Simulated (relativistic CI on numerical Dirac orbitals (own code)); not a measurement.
One change at a time: Pr⁵⁸⁺

Base calculation: Dirac-Coulomb-Breit CI, KLI orbitals optimised for each configuration, QED by a radiative potential.

CI space: 1s, 2s, 2p, 3s, 3p, 3d, 4s, 4p, 4d, 4f, 5s, 5p, 5d, 5f, 5g, 6s, 6p, 6d. Levels of other configurations are missing.

Variants: (1) QED terms removed; (2) non-relativistic limit. Shifts of the energy above 1s 2S_1/2, in eV, for the lowest level and the first level of each name with at least 55 % of one term (blank where a level changes its place among those of its configuration and J or its character, or is not in the variant):

```
     Level     Base   Δ(1)     Δ(2)
 1s 2S_1/2      0.0    0.0      0.0
2p 2P°_1/2  37121.0  +58.0  -1601.9
 2s 2S_1/2  37131.0  +48.8  -1611.7
2p 2P°_3/2  37743.1  +57.1  -2224.1
3p 2P°_1/2  44192.1  +58.4  -2095.1
 3s 2S_1/2  44195.1  +55.7  -2098.0
 3d 2D_3/2  44376.7  +58.6  -2279.7
3p 2P°_3/2  44377.1  +58.1  -2280.1
 3d 2D_5/2  44432.8  +58.4  -2335.8
4p 2P°_1/2  46640.9  +58.5  -2241.6
 4s 2S_1/2  46642.1  +57.4  -2242.8
 4d 2D_3/2  46718.4  +58.6  -2319.1
4p 2P°_3/2  46718.6  +58.4  -2319.3
4f 2F°_5/2  46742.1  +58.6  -2342.8
 4d 2D_5/2  46742.2  +58.5  -2342.9
4f 2F°_7/2  46753.8  +58.5  -2354.5
5p 2P°_1/2  47763.3  +58.5  -2298.4
 5s 2S_1/2  47763.9  +57.9  -2299.0
 5d 2D_3/2  47802.8  +58.6  -2337.9
5p 2P°_3/2  47802.9  +58.5  -2338.0
5f 2F°_5/2  47815.0  +58.6  -2350.1
 5d 2D_5/2  47815.0  +58.5  -2350.1
```
